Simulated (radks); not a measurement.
Values are calculated unless marked as measured or tabulated.
Effect of the nuclear size on the phosphorus ion P2+, [Ne] 3s2 3p1. Level of theory: Dirac Kohn-Sham, relativistic LDA (MacDonald-Vosko exchange, VWN5 correlation), spin-unpolarised, spherical densities, finite nucleus; open shells fill j = l - 1/2 first; Fermi nuclear charge, rms radius 3.1889 fm (a radial shooting solver on a logarithmic mesh with Libxc functionals). The rms radius is varied about that value; shifts are against it.

| rms radius (fm) | total energy shift (eV) | density at nucleus (e/bohr^3) | 1s1/2 shift (meV) | 2s1/2 shift (meV) |
|---|---|---|---|---|
| 2.6659 | -0.00221 | 2372 | -0.920 | -0.061 |
| 2.9944 | -0.000866 | 2367 | -0.361 | -0.024 |
| 3.1889 | 0 | 2365 | 0.000 | 0.000 |
| 3.4982 | 0.00149 | 2362 | 0.620 | 0.041 |
| 3.9192 | 0.00373 | 2358 | 1.55 | 0.103 |

Slopes of the eigenvalues against <r^2> in GHz/fm^2, as finite differences over the two radii next to the reference (eigenvalue slopes, not the field-shift constants of lines): 1s1/2 72.5, 2s1/2 4.82.
